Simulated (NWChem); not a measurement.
Molecule: AlHICl; SMILES [Cl][AlH][I]

def2 effective core potentials on I; no spin-orbit coupling.

Task: Give the equilibrium geometry at PBE0/def2-SVP with def2 effective core potentials on I (NWChem) as an XYZ file, with the point group.

Result: point group Cs; any orientation.
```
4

Al     0.8027     1.1091     0.0000
Cl    -0.4885     2.7608     0.0000
H      2.3573     1.3282     0.0000
I     -0.1647    -1.1502     0.0000
```
